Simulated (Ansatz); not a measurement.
Ideal-gas functions of CH$_{4}$GeSe, SMILES `[CH2]1[GeH2][Se]1` at 400 K and 1 bar, from an Ansatz frequency run at PBE0-D4/def2-TZVP.

Molar mass 167.61 g/mol, point group Cs (symmetry number 1), electronic degeneracy 1, moments of inertia 42.037, 215.753, 247.702 u Å². Harmonic wavenumbers (cm⁻¹, unscaled): 300, 475, 485, 509, 569, 700, 792, 852, 917, 968, 1405, 2186, 2199, 3142, 3238.

Use S(trans) = R[1.5 ln M + 2.5 ln T − 1.1517]; rotational temperatures θ = 24.2544 K / I; S(rot) = R[ln(√π/σ · √(T³/θAθBθC)) + 1.5]; for each mode x = 1.438777 ν̃/T, S = R[x/(eˣ − 1) − ln(1 − e⁻ˣ)] and H = RT x/(eˣ − 1); 1 cm⁻¹ = 0.0119627 kJ/mol; R = 8.31446 J/(mol·K).

Task: By hand: the entropy, in J/(mol·K).

Result: Translation 178.8. Rotation: θ = 0.577, 0.1124, 0.0979 K, giving 113.0. Vibration, mode by mode: 8.07, 4.80, 4.67, 4.36, 3.67, 2.54, 1.95, 1.64, 1.36, 1.18, 0.32, 0.03, 0.03, 0.00, 0.00, in all 34.6. Electronic 0.0. Sum 326.4 J/(mol·K).

Task: By hand: H − E and G − E in kJ/mol, counted from the electronic energy.

Result: Zero-point energy ½ × 18737 × 0.0119627 = 112.1; thermal vibration 9.2; translation, rotation and pV give 4 RT = 13.3. H − E = 134.6 kJ/mol, and G − E = 134.6 − 400 × 326.4/1000 = 4.0 kJ/mol.

Vibration gives 11 % of the entropy.
